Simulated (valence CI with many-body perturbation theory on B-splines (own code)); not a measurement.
## E1 transitions of Pt7+

Computed by configuration interaction combined with many-body perturbation theory (CI+MBPT): three valence electrons over a frozen Dirac-Fock core [Xe] 4f14, radial functions for each j: 7 s, 7 p, 8 d, 6 f, 4 g, 1 h, with the one-electron correlation potential Σ1, the two-electron term Σ2, the three-electron term Σ3, Breit, model QED; selected CI, second order for the rest, scaled by the run's own slope (own B-spline code, finite nucleus).

No measured spectrum was set against this ion. As an estimate, terms of the open shell hold to 2 to 4 % of their energy, and close levels can change places; different configurations can be misplaced against each other by 1,000 to 8,000 cm⁻¹. The list stops below the first excitations out of the core.

Lines 351 to 400 of 436 in falling wavelength, among levels below 322260 cm⁻¹, chosen from the strongest by gf and those to the six lowest levels. Wavelengths and rates use the calculated energies, so an error of 2000 cm⁻¹ moves a line at 36.52 nm by 0.73 % and its rate by three times that or more. Electric multipoles are in the length gauge, E1 and E2 with the static RPA response of the core. Weak lines are less certain than strong ones. Lines between different terms over intervals too small for the method are left out, as are lines whose strength nearly cancels. The highest levels of a list are the least certain.

Levels are named by their leading jj configuration (3d3/2^4 stands for four electrons in 3d with j = 3/2), which in mixed levels can hold well under half, so a name can repeat and another be missing. Letters in brackets count levels of one name in rising energy.

```csv
λ vac (nm),Upper,Lower,A (s⁻¹),S (a.u.) with core polarisation,S without
36.52,(5d3/2 5d5/2 6p3/2) J=7/2,(5d3/2 5d5/2^2) J=5/2 [b],5.36e+08,1.03e-01,1.22e-01
36.50,(5d3/2 5d5/2 6p3/2) J=5/2,(5d3/2 5d5/2^2) J=5/2 [b],1.09e+08,1.57e-02,1.83e-02
36.49,(5d3/2^2 6p3/2) J=5/2,(5d3/2 5d5/2^2) J=7/2 [a],1.30e+09,1.86e-01,2.18e-01
36.47,(5d3/2^2 6p3/2) J=7/2,(5d3/2 5d5/2^2) J=9/2,9.36e+08,1.79e-01,2.07e-01
36.47,(5d3/2 5d5/2 6p1/2) J=3/2 [a],(5d3/2^2 5d5/2) J=1/2,3.84e+09,3.68e-01,4.52e-01
36.29,(5d3/2 5d5/2 6p1/2) J=1/2,(5d3/2^2 5d5/2) J=1/2,1.29e+09,6.11e-02,7.83e-02
36.28,(5d3/2^2 6p1/2) J=3/2,(5d3/2^3) J=3/2,1.37e+10,1.29e+00,1.55e+00
36.27,(5d3/2^2 6p3/2) J=7/2,(5d3/2 5d5/2^2) J=7/2 [a],6.88e+08,1.30e-01,1.52e-01
36.12,(5d3/2 5d5/2 6p1/2) J=9/2,(5d3/2^2 5d5/2) J=9/2,6.49e+09,1.51e+00,1.83e+00
36.12,(5d3/2 5d5/2 6p1/2) J=7/2 [a],(5d3/2^2 5d5/2) J=5/2,2.26e+09,4.20e-01,5.05e-01
36.12,(5d5/2^2 6p1/2) J=3/2,(5d3/2 5d5/2^2) J=1/2,3.43e+09,3.19e-01,3.85e-01
36.10,(5d3/2 5d5/2 6p3/2) J=9/2,(5d3/2 5d5/2^2) J=11/2,4.36e+09,1.01e+00,1.21e+00
36.04,(5d3/2 5d5/2 6p1/2) J=3/2 [a],(5d3/2^2 5d5/2) J=3/2,1.51e+09,1.40e-01,1.63e-01
35.94,(5d3/2 5d5/2 6p1/2) J=5/2 [a],(5d3/2^2 5d5/2) J=5/2,7.48e+09,1.03e+00,1.24e+00
35.88,(5d5/2^2 6p1/2) J=3/2,(5d3/2 5d5/2^2) J=3/2 [a],7.34e+09,6.69e-01,7.94e-01
35.86,(5d3/2 5d5/2 6p1/2) J=1/2,(5d3/2^2 5d5/2) J=3/2,8.59e+09,3.91e-01,4.78e-01
35.85,(5d3/2 5d5/2 6p1/2) J=7/2 [b],(5d3/2^2 5d5/2) J=9/2,4.52e+09,8.21e-01,1.00e+00
35.82,(5d3/2 5d5/2 6p1/2) J=5/2 [b],(5d3/2^2 5d5/2) J=3/2,6.04e+08,8.22e-02,1.06e-01
35.79,(5d5/2^2 6p1/2) J=5/2,(5d3/2 5d5/2^2) J=3/2 [a],2.04e+09,2.77e-01,3.35e-01
35.78,(5d5/2^2 6p1/2) J=7/2,(5d3/2 5d5/2^2) J=5/2 [a],2.67e+08,4.82e-02,5.93e-02
35.73,(5d3/2 5d5/2 6p1/2) J=3/2 [b],(5d3/2^2 5d5/2) J=1/2,1.63e+09,1.47e-01,1.69e-01
35.70,(5d5/2^2 6p1/2) J=7/2,(5d3/2 5d5/2^2) J=9/2,3.19e+09,5.73e-01,6.98e-01
35.66,(5d3/2 5d5/2 6p1/2) J=9/2,(5d3/2^2 5d5/2) J=7/2,1.68e+09,3.76e-01,4.50e-01
35.61,(5d5/2^2 6p1/2) J=9/2,(5d3/2 5d5/2^2) J=9/2,2.75e+09,6.13e-01,7.60e-01
35.53,(5d3/2 5d5/2 6p1/2) J=5/2 [b],(5d3/2^2 5d5/2) J=7/2,4.12e+09,5.48e-01,6.78e-01
35.51,(5d5/2^2 6p1/2) J=7/2,(5d3/2 5d5/2^2) J=7/2 [a],7.00e+09,1.24e+00,1.50e+00
35.45,(5d3/2^2 6p3/2) J=3/2,(5d3/2^2 5d5/2) J=1/2,2.24e+09,1.97e-01,2.30e-01
35.42,(5d5/2^2 6p1/2) J=9/2,(5d3/2 5d5/2^2) J=7/2 [a],8.64e+08,1.89e-01,2.17e-01
35.41,(5d3/2 5d5/2 6p3/2) J=5/2,(5d3/2 5d5/2^2) J=3/2 [a],1.28e+09,1.69e-01,1.83e-01
35.40,(5d3/2 5d5/2 6p1/2) J=7/2 [b],(5d3/2^2 5d5/2) J=7/2,7.25e+09,1.27e+00,1.53e+00
35.32,(5d3/2 5d5/2 6p1/2) J=3/2 [b],(5d3/2^2 5d5/2) J=3/2,6.04e+09,5.26e-01,6.25e-01
35.28,(5d5/2^2 6p1/2) J=3/2,(5d3/2 5d5/2^2) J=5/2 [a],7.97e+08,6.91e-02,7.59e-02
35.19,(5d5/2^2 6p1/2) J=5/2,(5d3/2 5d5/2^2) J=5/2 [a],1.88e+07,2.43e-03,2.51e-03
35.05,(5d3/2^2 6p3/2) J=3/2,(5d3/2^2 5d5/2) J=3/2,3.85e+09,3.27e-01,3.74e-01
34.93,(5d5/2^2 6p1/2) J=5/2,(5d3/2 5d5/2^2) J=7/2 [a],2.03e+09,2.56e-01,3.19e-01
34.92,(5d3/2^2 6p3/2) J=1/2,(5d3/2^2 5d5/2) J=1/2,7.55e+09,3.17e-01,3.65e-01
34.89,(5d3/2^2 6p3/2) J=5/2,(5d3/2^2 5d5/2) J=3/2,6.47e+08,8.14e-02,8.87e-02
34.88,(5d3/2 5d5/2 6p1/2) J=3/2 [a],(5d3/2^2 5d5/2) J=5/2,5.84e+09,4.89e-01,5.92e-01
34.85,(5d3/2^2 6p3/2) J=7/2,(5d3/2^2 5d5/2) J=9/2,1.37e+10,2.29e+00,2.68e+00
34.85,(5d3/2 5d5/2 6p3/2) J=9/2,(5d3/2 5d5/2^2) J=9/2,5.61e+09,1.17e+00,1.39e+00
34.84,(5d3/2 5d5/2 6p3/2) J=7/2,(5d3/2 5d5/2^2) J=5/2 [a],6.00e+08,1.00e-01,1.18e-01
34.82,(5d3/2 5d5/2 6p3/2) J=5/2,(5d3/2 5d5/2^2) J=5/2 [a],1.62e+08,2.03e-02,2.23e-02
34.76,(5d3/2 5d5/2 6p3/2) J=7/2,(5d3/2 5d5/2^2) J=9/2,6.79e+09,1.13e+00,1.32e+00
34.69,(5d3/2 5d5/2 6p1/2) J=5/2 [a],(5d3/2^3) J=3/2,6.48e+08,8.02e-02,9.64e-02
34.67,(5d3/2 5d5/2 6p1/2) J=5/2 [b],(5d3/2^2 5d5/2) J=5/2,4.25e+09,5.24e-01,6.25e-01
34.66,(5d3/2 5d5/2 6p3/2) J=9/2,(5d3/2 5d5/2^2) J=7/2 [a],3.17e+05,6.52e-05,3.94e-05
34.61,(5d3/2^2 6p3/2) J=5/2,(5d3/2^2 5d5/2) J=7/2,1.41e+10,1.74e+00,2.03e+00
34.58,(5d3/2 5d5/2 6p3/2) J=7/2,(5d3/2 5d5/2^2) J=7/2 [a],3.34e+09,5.45e-01,6.16e-01
34.56,(5d3/2 5d5/2 6p3/2) J=5/2,(5d3/2 5d5/2^2) J=7/2 [a],1.67e+10,2.04e+00,2.39e+00
34.55,(5d3/2 5d5/2 6p1/2) J=7/2 [b],(5d3/2^2 5d5/2) J=5/2,3.45e+08,5.61e-02,6.87e-02
```
